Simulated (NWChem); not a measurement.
System: CH₆OSeSi; SMILES O([SiH3])[Se]C

```xyz
10

Se    -0.3150     0.8156    -0.2731
C      1.5255     1.3412     0.0977
H      1.6710     2.3268    -0.3895
H      2.2394     0.6108    -0.3274
H      1.6690     1.4446     1.1896
O     -0.3115    -0.7370     0.7392
Si     0.0435    -2.1440    -0.1466
H     -0.9944    -2.4244    -1.1993
H      0.0502    -3.2489     0.8713
H      1.3952    -2.0503    -0.8067
```
Atoms are numbered in this order, from 1.

Level: PBE-D3(BJ)/def2-SVP (NWChem), optimised geometry, unscaled harmonic frequencies. This build's default masses of Se (78.918 u) and Br (79.917 u) are each other's, which moves their modes by up to 0.6 %.

```tsv
frequency (cm⁻¹)	IR intensity (km/mol)
76	1.1
130	0.8
141	0.1
158	0.7
232	3.3
527	12.4
583	4.6
682	34.1
699	58.9
833	167.2
867	17.4
880	21.2
899	61.8
910	105.0
949	215.3
1233	0.7
1366	8.3
1396	13.9
2150	82.0
2164	116.9
2183	127.1
2978	6.8
3092	2.1
3107	0.9
```

The zero-point energy comes out as 40.3 kcal/mol. The thermal correction to the enthalpy at 298.15 K (with zero-point energy) is 45.4 kcal/mol. The heat capacity Cv comes out as 22.9 cal/(mol K) and the entropy at 298.15 K and 1 atm (symmetry number 1) is 84.5 cal/(mol K). The dipole moment comes out as 1.81 D.

Rigid rotor and harmonic oscillator; modes under 100 cm⁻¹ make the entropy uncertain.
